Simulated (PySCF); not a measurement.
**Ba²⁰⁺: ionisation energy**

Ba²⁰⁺ [Kr] → Ba²¹⁺ [Ar] 3d10 4s2 4p5 [4p1/2^2 4p3/2^3, M_J = 3/2], as a difference of total energies. Computed with PySCF 2.14 in an uncontracted even-tempered set (18 s from 1.3 bohr⁻², ratio 2.8; 14 p from 1.7 bohr⁻², ratio 2.8; 9 d from 2.9 bohr⁻², ratio 2.8; 4 f from 10 bohr⁻², ratio 3), with the two-component X2C-1e Hamiltonian. Correlated levels: [Ne] frozen; the 82 highest virtual spinors dropped. "Screened" scales the spin-orbit matrix elements by Boettger's factors to mimic the two-electron term; Breit and QED terms are absent.

| method | ionisation energy (eV) |
| --- | --- |
| GHF (screened spin-orbit) | 644.21 |
| GMP2 (screened spin-orbit) | 645.40 |

Problem. How much does correlation contribute at GMP2 (screened spin-orbit)?

Solution. 645.40 − (644.21) = 1.19 eV, measured against GHF (screened spin-orbit).

Breit and QED terms and the two-electron picture change are absent.

For comparison: 646 ± 4 eV (theoretical estimate listed by NIST; NIST Atomic Spectra Database, ionization energies).
